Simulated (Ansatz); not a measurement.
Gas-phase electronic energies from Ansatz, PBE0-D4/def2-TZVP geometries. CBS: MP2 limit from def2 TZ/QZ plus the TZ coupled-cluster correction, frozen cores. This one scheme is used for every species. Functionals use def2-TZVPP. One conformer a species, not always the lowest.

`O[SiH2]O[SiH2]F` + SiH₄ → `O[SiH2]O[SiH2][SiH3]` + H–F  (formal exchange of groups at the Si–F bond)

| species | PBE0-D4 energy (Eh) |
| --- | --- |
| `O[SiH2]O[SiH2]F` | -832.12793 |
| SiH₄ | -291.75788 |
| `O[SiH2]O[SiH2][SiH3]` | -1023.43770 |
| H–F | -100.39410 |

(1) Work out ΔE.

Largest T1 diagnostic among the species: 0.012.

Results:

(1) ΔE = (-1023.43770) + (-100.39410) − (-832.12793) − (-291.75788) = 0.05401 Eh = +1.47 eV. CCSD(T)/CBS gives +1.65 eV.

In def2-TZVPP, CCSD(T) changes the Hartree–Fock value by −0.35 eV (the triples alone add −0.05 eV) and MP2 by −0.29 eV. From PBE to PBE0 (25 % exact exchange), in def2-TZVPP and without D4, ΔE moves by +0.06 eV. The D4 term adds −0.12 eV with B3LYP and −0.07 eV with PBE0; it sums over pairs of atoms, weighted by their polarisabilities, and B3LYP, whose exchange is more repulsive, gets the larger term.

B3LYP here is the variant with VWN-RPA as its local correlation; programs differ in this.
